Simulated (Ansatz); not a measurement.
`C[Si](C)(F)S` + H₂ → `C[SiH](F)S` + CH₄ at 600 K and 1 bar (hydrogenolysis of the Si–C bond).

Program: Ansatz. Geometries: PBE0-D4/def2-TZVP. ΔE: electronic, gas phase. CCSD(T)/CBS is the MP2 limit (def2-TZVPP, def2-QZVPP) plus CCSD(T) − MP2 in def2-TZVPP, frozen cores. This one scheme is used for every species. Each species was taken in one conformer, which may not be the lowest.

```
       species  CCSD(T)/CBS energy (Eh)  H − E (kJ/mol)  S (J/(mol·K))
`C[Si](C)(F)S`               -867.09893           298.6          480.6
            H₂                 -1.17544            43.9          150.8
  `C[SiH](F)S`               -827.81979           208.6          412.0
           CH₄                -40.46206           140.4          215.7
```

H − E and S are ideal-gas, rigid-rotor, harmonic terms from PBE0-D4/def2-TZVP, for one conformer and one mirror image of each species. The MP2-based limit puts H₂ 0.8 mEh under its directly extrapolated value; such offsets cancel only in part. 1 Eh = 2625.50 kJ/mol, R = 8.31446 J/(mol·K).

Task: By hand: ΔE, ΔH, ΔS and ΔG.

Result: ΔE = (-827.81979) + (-40.46206) − (-867.09893) − (-1.17544) = -0.00748 Eh = -19.6 kJ/mol. Δ(H − E) = 208.6 + 140.4 − 298.6 − 43.9 = 6.5, so ΔH = -13.1 kJ/mol. ΔS = 412.0 + 215.7 − 480.6 − 150.8 = -3.7 J/(mol·K). ΔG = -13.1 − 600 × (-3.7)/1000 = -10.9 kJ/mol.

Task: By hand: the equilibrium constant, and the temperature at which ΔG would vanish if ΔH and ΔS stayed fixed.

Result: log₁₀ K = −ΔG/(RT ln 10) = 0.9. ΔG = 0 at ΔH/ΔS = 3541 K, far beyond where these terms or the molecules hold.

The number of gas molecules stays the same, so ΔS is small and ΔH decides. A doubt of 5 kJ/mol in ΔE shifts log₁₀ K by 0.4 here. Other conformers and mirror images would add mixing entropy, several J/(mol·K) or more a flexible species. These are equilibria of isolated gas molecules and say nothing of rates. Largest T1 diagnostic: 0.011 (customary marks: 0.02 for closed shells, 0.045 for open ones).
